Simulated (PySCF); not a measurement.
Compound: C3H6F2O2Si.
InChI=1S/C3H6F2O2Si/c4-3(5)2(6)1-8-7/h3,7H,1,8H2

The calculation used TDDFT B3LYP/def2-SVPD, vertical, gas phase, core orbitals frozen in the response (PySCF). Geometry: GFN2-xTB, one conformer, isolated molecule. Torsions of this conformer, `[O:1]=[C:2]([CH2:3][SiH2:4][OH:5])[CH:6]([F:7])[F:8]`: O1–C2–C3–Si4 -71°, C2–C3–Si4–O5 48°, O1–C2–C6–F7 112°, H–O5–Si4–C3 -18°.

Lowest singlets, with some entries withheld (?).

| state | λ (nm) | f | main configurations (H = HOMO, L = LUMO) |
| --- | --- | --- | --- |
| S1 | ? | ? | ? |
| S2 | ? | ? | ? |
| S3 | 193.6 | 0.145 | H-2→L (91%) |
| S4 | 173.9 | 0.0034 | H→L+1 (95%) |
| S5 | 170.8 | 0.0015 | H-4→L (90%) |
| S6 | 169.2 | 0.028 | H→L+2 (94%) |
| S7 | 165.1 | 0.043 | H-3→L (89%) |
| S8 | 162.7 | 0.0057 | H-1→L+1 (95%) |

Task: Fill in the withheld entries.

Result: 
- S1: λ = 293.7 nm; f = 0.0036; H→L (96%)
- S2: λ = 213.4 nm; f = 0.0032; H-1→L (98%)

Task: What is the mean static polarisability from the same response equations?

Result: 69.9 au (10.36 Å³), with principal values 61.6, 68.7 and 79.4 au.

Task: Where do the lowest triplets lie (Tamm–Dancoff)?

Result: T1 3.66 eV, H→L (97%); T2 5.13 eV, H-2→L (48%), H-1→L (36%); T3 5.82 eV, H-1→L (60%), H-2→L (36%). E(S1) − E(T1) = +0.56 eV.

Task: How far apart are S5 and S8, in eV and cm⁻¹?

Result: 7.620 − 7.260 = 0.360 eV, or about 2900 cm⁻¹.
